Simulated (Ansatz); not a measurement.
# How methods differ on C2H4AlFO (SMILES C=C[O][AlH][F])

C2H4AlFO: 9 atoms, total charge 0, spin state singlet. SMILES: `C=C[O][AlH][F]`. The shape was relaxed beforehand at PBE0/def2-SVP. This is one conformer, not always the lowest.

```xyz
9

C    -1.5598   -0.3520    1.1267
C    -0.7678   -0.3379    0.0536
O     0.4572    0.2084    0.0412
Al    1.8226    0.5213   -0.9108
F     3.0637    1.3173   -0.1553
H    -1.2379    0.0932    2.0709
H    -2.5458   -0.8142    1.0669
H    -1.0974   -0.7882   -0.8945
H     1.9538    0.1056   -2.4161
```

Quantity: the dissociation energy of the Al4–O3 bond into doublet AlHF and doublet C2H3O (shapes relaxed at PBE0/def2-SVP, no zero-point term), in eV. The values are calculated.

```json
{"level": "HF/def2-SVP", "kind": "Hartree–Fock", "program": "Ansatz", "value (eV)": "3.14", "CPU time (all runs)": "0.8 s"}
{"level": "r2SCAN/def2-SVP", "kind": "meta-GGA", "program": "Ansatz", "value (eV)": "3.98", "CPU time (all runs)": "4.4 s"}
{"level": "B3LYP/def2-SVP", "kind": "global hybrid", "program": "Ansatz", "value (eV)": "4.02", "CPU time (all runs)": "2.4 s"}
{"level": "PBE0-D4/def2-SVP", "kind": "global hybrid", "program": "Ansatz", "value (eV)": "4.06", "CPU time (all runs)": "2.7 s"}
{"level": "wB97M-V/def2-SVP", "kind": "range-separated hybrid", "program": "Ansatz", "value (eV)": "4.38", "CPU time (all runs)": "9.2 s"}
{"level": "MP2/def2-SVP", "kind": "perturbation theory", "program": "Ansatz", "value (eV)": "4.58", "CPU time (all runs)": "0.98 s"}
```

The values span 3.14 to 4.58 eV. Spin contamination of the reference (⟨S²⟩ at least 0.1 too high) touches HF/def2-SVP, MP2/def2-SVP. Hartree–Fock misses the correlation of the electron pair that is broken and comes out low. Measured bond enthalpies also hold zero-point and thermal terms, a few tenths of an eV less. CPU times are rough (shared hosts, several kinds of processor): they show what a rung costs within a factor of a few.
